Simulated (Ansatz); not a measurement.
```
atom   x (Å)   y (Å)    z (Å)
   F  0.0000  0.0000  -0.7433
   F  0.0000  0.0000   0.7433
```

Basis set: def2-TZVP (spherical functions). Left uncorrelated: 2 orbitals. Charge 0, multiplicity 1.

Computed with Ansatz (development build ahead of 0.2.0); each method stands on the lowest determinant of its kind that the runs found. Restricted open shells among the atoms or ions are ROHF, correlated in semicanonical orbitals with singles.

**Question.** Give the atomization energy at this shape (free ground-state atoms in the same class of orbitals less the molecule, no zero-point energy) of singlet F₂ by RHF-MP2, RHF.

**Answer.**

```tsv
method	atomization energy
RHF-MP2	37.08 kcal/mol
RHF	-39.48 kcal/mol
```

Caution: in another basis set an unrestricted determinant lies well below. Caution for RHF-MP2: bonds are stretched, where a single reference can fail. Caution for RHF: the molecule lies well above its atoms at this level.
